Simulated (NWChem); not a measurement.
C₃H₄Se; SMILES C#CC[SeH]

```xyz
8

C      0.5864     2.7877     0.0002
C     -0.1234     1.8067     0.0002
C     -0.9558     0.6229     0.0003
Se     0.1752    -0.9971     0.0006
H      1.2101     3.6625     0.0003
H     -1.5960     0.6015    -0.8937
H     -1.5959     0.6017     0.8944
H     -0.9722    -1.9202     0.0072
```
Atoms are numbered in this order, from 1.

Computed with NWChem. Coordinates come from a PBE0/def2-SVP optimisation. GIAO values for the isolated, static molecule; σ is the absolute isotropic shielding, δ = σ(reference) − σ with the isolated reference molecule computed at the same levels (13C: tetramethylsilane, 1H: tetramethylsilane). Spin-orbit effects, on the heavy nuclei and on their neighbours, are missing.

For level KT2/pcSseg-1:

```
Property    Result
----------  ------
δ C1 (ppm)    70.0
δ C2 (ppm)    75.1
δ C3 (ppm)    14.9
δ H6 (ppm)    3.62
```

Question: Estimate the same quantities for level BHandHLYP/pcSseg-1.

Answer: 
* **δ C1 (ppm)**: 79.2
* **δ C2 (ppm)**: 81.7
* **δ C3 (ppm)**: 10.8
* **δ H6 (ppm)**: 3.17
